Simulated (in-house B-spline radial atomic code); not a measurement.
Orbital energies and mean radii along the 9-electron series, configuration [He] 2s2 2p5. The effective charge is n√(-2ε), a non-relativistic measure. Computed with a B-spline radial code for spherical atoms: non-relativistic Hartree-Fock, average of the configuration, point nuclei.

This level leaves out relativity, spin-orbit splitting included, which matters for heavy ions.

| ion | Z | energy of 1s (Eh) | mean radius of 1s (bohr) | energy of 2p (Eh) | mean radius of 2p (bohr) | energy of 2s (Eh) | mean radius of 2s (bohr) | effective charge of 1s |
| --- | --- | --- | --- | --- | --- | --- | --- | --- |
| Xe45+ | 54 | -1344.68 | 0.028095 | -289.12 | 0.099887 | -297.9 | 0.11764 | 51.859 |
| Cs46+ | 55 | -1396.99 | 0.027579 | -301.28 | 0.097928 | -310.24 | 0.11538 | 52.858 |
| Ba47+ | 56 | -1450.29 | 0.027081 | -313.69 | 0.096046 | -322.83 | 0.1132 | 53.857 |
| La48+ | 57 | -1504.6 | 0.026601 | -326.36 | 0.094234 | -335.66 | 0.11111 | 54.856 |
| Ce49+ | 58 | -1559.9 | 0.026138 | -339.27 | 0.092489 | -348.75 | 0.10909 | 55.855 |
| Pr50+ | 59 | ? | ? | ? | ? | ? | ? | ? |
| Nd51+ | 60 | -1673.51 | 0.025258 | -365.84 | 0.089187 | -375.68 | 0.10526 | 57.853 |
| Pm52+ | 61 | ? | ? | ? | ? | ? | ? | ? |
| Sm53+ | 62 | ? | ? | ? | ? | ? | ? | ? |
| Eu54+ | 63 | -1851.43 | 0.024044 | -407.58 | 0.084654 | -417.95 | 0.099994 | 60.851 |
| Gd55+ | 64 | -1912.73 | 0.023665 | -421.99 | 0.083244 | -432.54 | 0.098354 | 61.85 |
| Tb56+ | 65 | -1975.04 | 0.023297 | -436.66 | 0.08188 | -447.38 | 0.096768 | 62.85 |
| Dy57+ | 66 | -2038.34 | 0.022941 | -451.57 | 0.08056 | -462.47 | 0.095232 | 63.849 |
| Ho58+ | 67 | -2102.65 | 0.022596 | -466.73 | 0.079281 | -477.81 | 0.093744 | 64.848 |
| Er59+ | 68 | -2167.95 | 0.02226 | -482.15 | 0.078043 | -493.4 | 0.092301 | 65.848 |
| Tm60+ | 69 | -2234.26 | 0.021935 | -497.81 | 0.076843 | -509.23 | 0.090903 | 66.847 |
| Yb61+ | 70 | -2301.56 | 0.021619 | -513.72 | 0.075679 | -525.32 | 0.089546 | 67.846 |

**Question.** Fill in the row of Pr50+.

**Answer.** energy of 1s (Eh): -1616.21; mean radius of 1s (bohr): 0.02569; energy of 2p (Eh): -352.43; mean radius of 2p (bohr): 0.090808; energy of 2s (Eh): -362.09; mean radius of 2s (bohr): 0.10714; effective charge of 1s: 56.854.

**Question.** Fill in the row of Pm52+.

**Answer.** energy of 1s (Eh): -1731.82; mean radius of 1s (bohr): 0.02484; energy of 2p (Eh): -379.51; mean radius of 2p (bohr): 0.087623; energy of 2s (Eh): -389.52; mean radius of 2s (bohr): 0.10344; effective charge of 1s: 58.853.

**Question.** Fill in the row of Sm53+.

**Answer.** energy of 1s (Eh): -1791.12; mean radius of 1s (bohr): 0.024435; energy of 2p (Eh): -393.42; mean radius of 2p (bohr): 0.086113; energy of 2s (Eh): -403.61; mean radius of 2s (bohr): 0.10169; effective charge of 1s: 59.852.

**Question.** How does the screening of 1s change?

**Answer.** Z less the effective charge goes from 2.14 at Z = 54 to 2.15 at Z = 70.
